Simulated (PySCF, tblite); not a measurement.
Species: C2H10O3Si2.
Geometry (GFN2-xTB, Å), atoms numbered from 1 in this order:
```
atom  x, y, z in Å
C1    -2.6655    0.1818    0.8877
O2    -2.3582   -0.2655   -0.4189
C3    -1.3291   -1.1926   -0.4626
O4    -0.0907   -0.6654   -0.1468
Si5    0.5576    0.6771   -0.8024
O6     2.0149    0.7894   -0.1293
Si7    3.3318    0.2767    0.6636
H8    -3.0227   -0.6510    1.5043
H9    -3.4529    0.9237    0.7769
H10   -1.7944    0.6366    1.3667
H11   -1.5107   -2.0216    0.2421
H12   -1.3265   -1.5753   -1.4911
H13    0.7277    0.5211   -2.2438
H14   -0.1482    1.8929   -0.4151
H15    3.8266   -0.9455    0.0313
H16    2.9689    0.0383    2.0600
H17    4.2644    1.3916    0.5158
```

Computed with PBE0/def2-SVPD in PySCF (dipole) on a GFN2-xTB geometry, gas phase.

Take the most abundant isotopes and a rigid rotor. The values belong to one conformer with, in the numbering `[CH3:1][O:2][CH2:3][O:4][SiH2:5][O:6][SiH3:7]`, C1–O2–C3–O4 -69°, O2–C3–O4–Si5 -50°, C3–O4–Si5–O6 -178°, O4–Si5–O6–Si7 18°.

Give the principal moments of inertia and the rotational constants in MHz.

Ia = 110.84, Ib = 695.09, Ic = 706.19 u·Å²; 505379 MHz·u·Å²/I gives A = 4559, B = 727.1, C = 715.6 MHz.

Classify the top.

A near-prolate asymmetric top; Ray's κ = -0.994.

What does the inertial defect say?

Not planar: Δ = Ic − Ia − Ib = -99.74 u·Å². For a rigid frame Δ = −2 Σ m c², so Σ m c² = 49.87 u·Å² lies off the ab plane: 16.34 from hydrogen and 33.53 from heavier atoms. The atom farthest from that plane is 1.79 Å away.

Where do the levels up to J = 2 lie, in MHz?

Above 0(0,0):
J = 1: 1(0,1) 1443, 1(1,1) 5275, 1(1,0) 5286
J = 2: 2(0,2) 4328, 2(1,2) 8149, 2(1,1) 8183, 2(2,1) 19680, 2(2,0) 19680

Which types of transition are allowed, and where do some lines up to J = 2 fall?

The dipole components are |μa| = 0.62 D, |μb| = 0.90 D, |μc| = 0.10 D. The squared components, which scale the intensities, stand as 0.48 : 1.00 : 0.01 (a : b : c). Some lines, for components of 0.1 D or more:

```tsv
type	branch	J(Ka,Kc)	MHz	lower level (cm⁻¹)
a	R	1(0,1) ← 0(0,0)	1443	0.000
a	R	2(1,2) ← 1(1,1)	2874	0.176
a	R	2(0,2) ← 1(0,1)	2885	0.048
a	R	2(1,1) ← 1(1,0)	2897	0.176
b	Q	1(1,0) ← 1(0,1)	3844	0.048
b	Q	2(1,1) ← 2(0,2)	3855	0.144
b	R	1(1,1) ← 0(0,0)	5275	0.000
b	R	2(1,2) ← 1(0,1)	6706	0.048
b	Q	2(2,0) ← 2(1,1)	11497	0.273
b	Q	2(2,1) ← 2(1,2)	11531	0.272
b	R	2(2,1) ← 1(1,0)	14394	0.176
```

Estimate the classical rotational partition function at 10 K, 25 K and 50 K.

Point group C1, symmetry number σ = 1; q = (√π/σ)·√((kT/h)³/(ABC)), k/h = 20836.6 MHz/K: 3460 at 10 K, 13700 at 25 K, 38700 at 50 K.

Its lowest GFN2-xTB frequency is 6i cm⁻¹, too small to tell a flat minimum from a shallow saddle. Constants of a rigid frame at the computed geometry: no zero-point averaging, no centrifugal distortion. A rigid rotor knows nothing of internal rotation, which can split or shift real lines.
